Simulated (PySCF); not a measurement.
# Reading the logs of faulty runs: GeH3NOSi

All numbers below are calculated, not measured. They come from PySCF 2.14.0, an open-source quantum chemistry program, on an isolated molecule that a program drew, which may never have been made. The molecule is GeH3NOSi (charge 0, singlet), drawn as the SMILES string `[NH2][Ge][SiH]=O`.

Each row is a Hartree-Fock (HF) and frozen-core CCSD(T) single point in the cc-pV(D+d)Z basis, meant for a local HF minimum. Run 1 is clean. Each other run has one planted mistake out of seven kinds, and not every kind appears here: one electron removed, one electron added, multiplicity raised by two, geometry at a saddle point, minimal basis STO-3G, one bond length entered in bohr, all coordinates scaled. The reference is restricted for singlets and unrestricted otherwise, and also for a bond in bohr. Adding or removing an electron swaps singlet and doublet. Electrons count all cores. HOMO and LUMO are orbital energies over both spins, the gradient is its largest component, and the lowest frequency (negative if imaginary) is given only where the gradient is small. Bond lengths are over the 6 bonds as drawn. T1 is the CCSD diagnostic: over 0.02 (restricted) or 0.045 (unrestricted) a single reference is doubtful. Germanium has the cc-pVDZ-PP basis, with a core potential (ECP10MDF) in place of its 10 inner electrons, and its 3s, 3p and 3d shells are frozen in CCSD(T).

Geometry of the clean run:
```xyz
7
GeH3NOSi, angstrom
N     0.6945   -0.5034    0.0935
Ge    2.2342   -1.3944   -0.2500
Si    2.4226   -0.3085   -2.5063
O     3.5150   -0.5455   -3.5136
H     0.2181    0.1519   -0.5001
H     0.2027   -0.6280    0.9599
H     1.3072    0.6488   -2.8032
```

```
run,electrons,basis functions,<S^2>,HOMO (eV),LUMO (eV),gradient (hartree/bohr),lowest frequency (cm^-1),mean bond (Å),longest bond (Å),T1,HF (hartree),CCSD(T) (hartree),mistake
1,64,89,0.000,-8.86,0.12,3.6e-05,50,1.5559,2.511,0.0249,-713.36809,-713.94977,no fault
2,64,89,0.000,-8.93,-0.03,4.6e-02,-,1.6182,2.612,0.0281,-713.35675,-713.94969,all coordinates scaled
3,64,89,0.905,-7.76,-0.06,2.4e-02,-,1.7783,2.834,0.0410,-713.27950,-713.85282,one bond length entered in bohr
4,63,89,0.796,-14.64,-5.69,7.8e-02,-,1.5559,2.511,0.0930,-713.08243,-713.64459,one electron removed
5,65,89,0.764,-1.02,6.39,4.6e-02,-,1.5559,2.511,0.0235,-713.38370,-713.96769,one electron added
6,64,89,2.039,-7.12,-1.10,3.6e-02,-,1.5559,2.511,0.0366,-713.30956,-713.87854,?
```

**Which mistake was planted in run 6, and what did it cost?**

Electrons, basis and geometry are unchanged, and <S^2> is 2.039, beside S(S+1) = 2.00 for a multiplicity of 3. So the mistake is: multiplicity raised by two. Subtracting run 1 and multiplying by 627.51 kcal/mol a hartree, the energy moved by 36.7 kcal/mol in HF and 44.7 kcal/mol in CCSD(T).

Cautions from the logs. Run 1: T1 is over the limit, so its CCSD(T) energy is less reliable; run 2: T1 is over the limit, so its CCSD(T) energy is less reliable; run 4: T1 is over the limit, so its CCSD(T) energy is less reliable.
